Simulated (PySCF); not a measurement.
# Cost of response and excited-state runs on SMILES C(C#C)#CC(F)(F)F, C5HF3

Molfile (atoms numbered from 1):
```
C5HF3
     RDKit          3D

  9  8  0  0  0  0  0  0  0  0999 V2000
    3.1537   -0.0334   -0.6356 C   0  0  0  0  0  0  0  0  0  0  0  0
    1.9649   -0.0217   -0.3823 C   0  0  0  0  0  0  0  0  0  0  0  0
    0.6254   -0.0085   -0.0952 C   0  0  0  0  0  0  0  0  0  0  0  0
   -0.5613    0.0028    0.1634 C   0  0  0  0  0  0  0  0  0  0  0  0
   -1.9948    0.0225    0.4753 C   0  0  0  0  0  0  0  0  0  0  0  0
   -2.2379    0.7658    1.5531 F   0  0  0  0  0  0  0  0  0  0  0  0
   -2.4496   -1.2062    0.7160 F   0  0  0  0  0  0  0  0  0  0  0  0
   -2.6956    0.5285   -0.5382 F   0  0  0  0  0  0  0  0  0  0  0  0
    4.2054   -0.0439   -0.8588 H   0  0  0  0  0  0  0  0  0  0  0  0
  1  2  3  0
  2  3  1  0
  3  4  3  0
  4  5  1  0
  5  6  1  0
  5  7  1  0
  5  8  1  0
  1  9  1  0
M  END
```

PySCF with density fitting, on 1 thread of an Arm Neoverse V1, shared host. Command: `OMP_NUM_THREADS=1 python excited_run.py task.json out`

Q: How long does each of these runs take, and how much memory?
- first hyperpolarisability, PBE0/def2-SVPD; wavelengths [1064] nm
- excited states, PBE0/def2-SVPD; Tamm-Dancoff; spin-orbit couplings; 5 states; 6 triplets; quadratic response for 4 states
- excited states, wB97X-D/def2-SVPD; two-photon moments; 6 states; quadratic response for 5 states; 0 triplets

A: 
| run | level | basis functions | wall time | peak memory (GiB) |
| --- | --- | --- | --- | --- |
| first hyperpolarisability | PBE0/def2-SVPD | 177 | 17 s | 0.62 |
| excited states | PBE0/def2-SVPD | 177 | 20 s | 0.61 |
| excited states | wB97X-D/def2-SVPD | 177 | 27 s | 0.64 |

Times from a shared host are rough.
